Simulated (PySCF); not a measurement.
## Computed properties of Bi(Br)(TeH)2 (BiBrH₂Te₂), SMILES [Br][Bi]([TeH])[TeH]

BiBrH2Te2, SMILES [Br][Bi]([TeH])[TeH]. Geometry optimised at B3LYP-D3(BJ)/def2-SVP. The structure was generated by enumeration; whether it is a known compound was not checked. The def2 effective core potentials stand for the cores of Bi, Te; spin–orbit coupling is left out. Other conformers were not sampled. All values are computed for the isolated molecule unless a solvent is named; none is compared with measurement here.

**Structure.** All 12 harmonic modes at B3LYP-D3(BJ)/def2-SVP (PySCF) are real, so it is a minimum. With heavy atoms numbered as in [Bi:1]([Br:2])([TeH:3])[TeH:5], the shortest bond between them is Bi1–Br2 at 2.669 Å and the longest Bi1–Te3 at 2.892 Å.

**Vibrations.** The strongest infrared lines (harmonic, unscaled, degenerate partners summed) lie at 2075 cm⁻¹ (57 km/mol, H 99 %), 2088 cm⁻¹ (44 km/mol, H 99 %), 205 cm⁻¹ (22 km/mol, Br 70 %, Bi 25 %). The softest mode is at 40 cm⁻¹ and the zero-point energy is 8.8 kcal/mol.

**Electronic structure.** PBE0/def2-TZVP (PySCF) places the frontier levels at -6.59 and -2.53 eV, a gap of 4.06 eV, and gives a dipole moment of 3.16 D and a mean polarisability of 157.0 bohr³. PBE/def2-TZVP (PySCF) at the same geometry gives -5.61 and -3.15 eV, so its gap is 1.60 eV narrower. An orbital gap is neither the optical nor the fundamental gap.

**Excitations.** TDDFT-B3LYP/def2-SVPD (PySCF) has S1 at 2.78 eV (445 nm, f = 0.005, weak); the most intense of the 10 singlets computed lies at 3.49 eV (f = 0.03). T1 (TDA) is at 2.47 eV. TDDFT-PBE/def2-SVPD (PySCF) puts S1 at 2.48 eV.
